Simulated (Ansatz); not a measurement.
`N[Si]Cl` + HBr → `Cl[Si]Br` + NH₃  (ligand exchange at the Si–N bond)

Program: Ansatz. Geometries: PBE0-D4/def2-TZVP. ΔE: electronic, gas phase. CBS: MP2 limit from def2 TZ/QZ plus the TZ coupled-cluster correction, frozen cores. This one scheme is used for every species. DFT in def2-TZVPP. For Br outer-core shells are correlated without core-valence functions, which leaves a few kJ/mol of doubt a bond. Scalar relativity is left out up to krypton. One conformer a species, not always the lowest.

| species | LDA (SPW92) energy (Eh) |
| --- | --- |
| `N[Si]Cl` | -802.65846 |
| HBr | -2571.18312 |
| `Cl[Si]Br` | -3317.74417 |
| NH₃ | -56.10113 |

**Question.** Work out ΔE.

**Answer.** ΔE = (-3317.74417) + (-56.10113) − (-802.65846) − (-2571.18312) = -0.00372 Eh = -0.10 eV. CCSD(T)/CBS gives -0.15 eV.

Largest T1 diagnostic among the species: 0.013.

From PBE to PBE0 (25 % exact exchange), in def2-TZVPP and without D4, ΔE moves by +0.04 eV. At CCSD(T), def2-SVP lies +0.12 eV from the extrapolated value and def2-TZVPP +0.05 eV.
